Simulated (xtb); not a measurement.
C2H6AuClS, charge -1, doublet, at the geometry of the source list (GFN-xTB shapes and energies of metal compounds can be far from the true ones) (the multiplicity is a formal guess); GFN2-xTB run with xtb 6.7.1.

The xtb input:
```
$ xtb mol.xyz --gfn 2 --chrg -1 --uhf 1 --json

# file mol.xyz
11

Au     1.61860000    -1.58070000     0.01030000
Cl     3.69980000    -2.33190000     0.39400000
C     -0.21670000     0.79500000    -1.33070000
S     -0.54120000    -0.71430000    -0.36290000
C     -0.95800000     0.05260000     1.23660000
H      0.54380000     1.39440000    -0.84120000
H     -1.14600000     1.34890000    -1.42720000
H      0.13020000     0.47760000    -2.30840000
H     -0.14980000     0.69980000     1.56060000
H     -1.09920000    -0.75350000     1.94880000
H     -1.88160000     0.61220000     1.12010000
```

It wrote (shortened):

```
   ID    Z sym.   atoms
    1   79 Au     1
    2   17 Cl     2
    3    6 C      3, 5
    4   16 S      4
    5    1 H      6-11

           -------------------------------------------------
          |                Calculation Setup                |
           -------------------------------------------------

           -------------------------------------------------
          |                 G F N 2 - x T B                 |
           -------------------------------------------------

          ...................................................
          :                      SETUP                      :
          :.................................................:
          :  # basis functions                  44          :
          :  # atomic orbitals                  41          :
          :  # shells                           19          :
          :  # electrons                        39          :
          :  max. iterations                   250          :
          :  Hamiltonian                  GFN2-xTB          :
          :  restarted?                      false          :
          :  GBSA solvation                  false          :
          :  PC potential                    false          :
          :  electronic temp.          300.0000000     K    :
          :  accuracy                    1.0000000          :
          :  -> integral cutoff          0.2500000E+02      :
          :  -> integral neglect         0.1000000E-07      :
          :  -> SCF convergence          0.1000000E-05 Eh   :
          :  -> wf. convergence          0.1000000E-03 e    :
          :  Broyden damping             0.4000000          :
          :  net charge                         -1          :
          :  unpaired electrons                  1          :
          ...................................................

 iter      E             dE          RMSdq      gap      omega  full diag
   1    -19.2164940 -0.192165E+02  0.527E+00    0.88       0.0  T
   2    -19.3013152 -0.848212E-01  0.290E+00    1.09       1.0  T
   3    -19.3036115 -0.229634E-02  0.160E+00    1.14       1.0  T
   4    -19.3041348 -0.523330E-03  0.566E-01    1.19       1.0  T
   5    -19.3043207 -0.185900E-03  0.202E-01    1.21       1.0  T
   6    -19.3043996 -0.789029E-04  0.114E-01    1.21       1.0  T
   7    -19.3044389 -0.392213E-04  0.619E-02    1.21       1.0  T
   8    -19.3044514 -0.125655E-04  0.316E-02    1.22       1.0  T
   9    -19.3044555 -0.403729E-05  0.670E-03    1.22       4.5  T
  10    -19.3044555 -0.691191E-07  0.369E-03    1.22       8.2  T
  11    -19.3044556 -0.444396E-07  0.129E-03    1.22      23.4  T
  12    -19.3044556  0.316721E-09  0.862E-04    1.22      35.0  T
  13    -19.3044556 -0.207567E-08  0.424E-04    1.22      71.1  T

   *** convergence criteria satisfied after 13 iterations ***

         :::::::::::::::::::::::::::::::::::::::::::::::::::::
         ::                     SUMMARY                     ::
         :::::::::::::::::::::::::::::::::::::::::::::::::::::
         :: total energy             -19.181211242907 Eh    ::
         :: gradient norm              0.121449375301 Eh/a0 ::
         :: HOMO-LUMO gap              1.216746521915 eV    ::
         ::.................................................::
         :: SCC energy               -19.304441369011 Eh    ::
         :: -> isotropic ES            0.108884257840 Eh    ::
         :: -> anisotropic ES         -0.000899733855 Eh    ::
         :: -> anisotropic XC          0.001277086615 Eh    ::
         :: -> dispersion             -0.009180604194 Eh    ::
         :: repulsion energy           0.123230126103 Eh    ::
         :: add. restraining           0.000000000000 Eh    ::
         :: total charge              -1.000000000000 e     ::
         :::::::::::::::::::::::::::::::::::::::::::::::::::::

           -------------------------------------------------
          |                Property Printout                |
           -------------------------------------------------

    * Orbital Energies and Occupations

         #    Occupation            Energy/Eh            Energy/eV
      -------------------------------------------------------------
         1        2.0000           -0.8770938             -23.8669
       ...           ...                  ...                  ...
         8        2.0000           -0.3432218              -9.3395
         9        2.0000           -0.3086605              -8.3991
        10        2.0000           -0.3074025              -8.3648
        11        2.0000           -0.2875751              -7.8253
        12        2.0000           -0.2636815              -7.1751
        13        2.0000           -0.2635436              -7.1714
        14        2.0000           -0.2502649              -6.8101
        15        2.0000           -0.2502531              -6.8097
        16        2.0000           -0.2387309              -6.4962
        17        2.0000           -0.2349574              -6.3935
        18        2.0000           -0.2345800              -6.3832
        19        2.0000           -0.2277108              -6.1963
        20        1.0000           -0.0450418              -1.2256 (HOMO)
        21                         -0.0003272              -0.0089 (LUMO)
        22                          0.0635863               1.7303
        23                          0.1418484               3.8599
        24                          0.1461268               3.9763
        25                          0.1519112               4.1337
        26                          0.1575380               4.2868
        27                          0.1769791               4.8158
        28                          0.2284216               6.2157
        29                          0.2284218               6.2157
        30                          0.2317707               6.3068
        31                          0.2317811               6.3071
       ...                                ...                  ...
        41                          0.9610779              26.1523
      -------------------------------------------------------------
                  HL-Gap            0.0447146 Eh            1.2167 eV
             Fermi-level           -0.0795304 Eh           -2.1641 eV

     #   Z          covCN         q      C6AA      α(0)
     1  79 Au       1.826     0.240   275.188    31.778
     2  17 Cl       0.879    -0.599   119.371    16.715
     3   6 C        3.744    -0.017    20.955     6.530
     4  16 S        2.885    -0.538   165.449    21.649
     5   6 C        3.744    -0.017    20.956     6.530
     6   1 H        0.925    -0.023     3.496     2.924
     7   1 H        0.925    -0.014     3.317     2.848
     8   1 H        0.925     0.003     3.002     2.710
     9   1 H        0.925    -0.023     3.496     2.924
    10   1 H        0.925     0.003     3.003     2.710
    11   1 H        0.925    -0.014     3.318     2.848

 Mol. C6AA /au·bohr⁶  :       3621.561107
 Mol. C8AA /au·bohr⁸  :     168175.533129
 Mol. α(0) /au        :        100.165150

Wiberg/Mayer (AO) data.
largest (>0.10) Wiberg bond orders for each atom

 ---------------------------------------------------------------------------
     #   Z sym  total        # sym  WBO       # sym  WBO       # sym  WBO
 ---------------------------------------------------------------------------
     1  79 Au   1.285 --     2 Cl   0.640     4 S    0.618
     2  17 Cl   0.701 --     1 Au   0.640
     3   6 C    3.966 --     8 H    0.990     7 H    0.989     6 H    0.989
                             4 S    0.915
     4  16 S    2.548 --     3 C    0.915     5 C    0.915     1 Au   0.618
     5   6 C    3.966 --    10 H    0.990    11 H    0.989     9 H    0.989
                             4 S    0.915
     6   1 H    0.999 --     3 C    0.989
     7   1 H    1.000 --     3 C    0.989
     8   1 H    1.000 --     3 C    0.990
     9   1 H    0.999 --     5 C    0.989
    10   1 H    1.000 --     5 C    0.990
    11   1 H    1.000 --     5 C    0.989
 ---------------------------------------------------------------------------

Topologies differ in total number of bonds
Writing topology from bond orders to xtbtopo.mol

molecular dipole:
                 x           y           z       tot (Debye)
 q only:       -2.806       2.473      -0.095
   full:       -3.063       3.561       0.145      11.945
molecular quadrupole (traceless):
                xx          xy          yy          xz          yz          zz
 q only:      -21.942      23.429       3.698      -5.055       2.332      18.244
  q+dip:      -25.271      25.506       2.842      -6.867       1.230      22.429
   full:      -25.644      25.206       3.316      -7.041       1.301      22.328

           -------------------------------------------------
          | TOTAL ENERGY              -19.181211242907 Eh   |
          | GRADIENT NORM               0.121449375301 Eh/α |
          | HOMO-LUMO GAP               1.216746521915 eV   |
           -------------------------------------------------

normal termination of xtb
```
